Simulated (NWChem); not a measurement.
# GaH2I; SMILES [GaH2][I]

All runs: NWChem. Structure relaxed at the PBE0/def2-SVP level. def2 effective core potentials on I; no spin-orbit coupling. Level PBE/def2-SVP: energy and gradient on several grids; changes count from the extra-fine grid, which is no exact limit either.

Problem. Which is the coarsest grid (xfine; fine; medium; xcoarse; coarse) from which on the energy stays within 500 μHa and each gradient component within 500 μHa/bohr of xfine?

Solution. medium.
```csv
grid,size of the energy change (μHa),largest change of a gradient component (μHa/bohr)
xcoarse,3000,3000
coarse,40,1000
medium,20,100
fine,< 10,< 30
xfine,< 10,< 30
```
